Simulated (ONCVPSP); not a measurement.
## How hard is this Sn ONCV potential?

Sn, optimised norm-conserving Vanderbilt (ONCV), made with ONCVPSP 4.0.1 (revPBE, scalar-relativistic). Core [Ar] 3d10, reference 4s2 4p6 4d10 5s1 5p3. Waves: 4s+5s: rc 1.35 bohr, ncon 4, nbas 8, qcut 8.7 1/bohr, 2 projectors; 4p+5p: rc 1.40 bohr, ncon 3, nbas 8, qcut 8.5 1/bohr, 3 projectors, debl 3.4 Ha; 4d: rc 1.10 bohr, ncon 4, nbas 8, qcut 10 1/bohr, local. Local part: the d channel. Core correction: Teter function fitted to the true core (icmod 2), fcfact 0.45.

For each optimised wave give the share of its norm inside rc, the residual kinetic energy above qcut (Ha) and the cutoffs (Ha) for errors of 10, 1, 0.1 and 0.01 mHa per electron.

```
         wave  norm inside rc  residual KE  10 mHa  1 mHa  0.1 mHa  0.01 mHa
           4s           0.957      2.0e-05    23.0   29.5     34.3      57.1
           5s           0.077      2.9e-05    20.0   28.7     34.7      53.4
           4p           0.935      4.6e-07    19.3   24.2     28.3      31.5
           5p           0.037      1.3e-06    14.3   19.5     23.8      27.3
p projector 3           0.068      1.5e-05    17.2   21.8     25.8      38.8
           4d           0.573      1.4e-04    34.6   43.2     52.8     167.4
```

The occupied waves need 43 Ha and 53 Ha for 1 and 0.1 mHa.
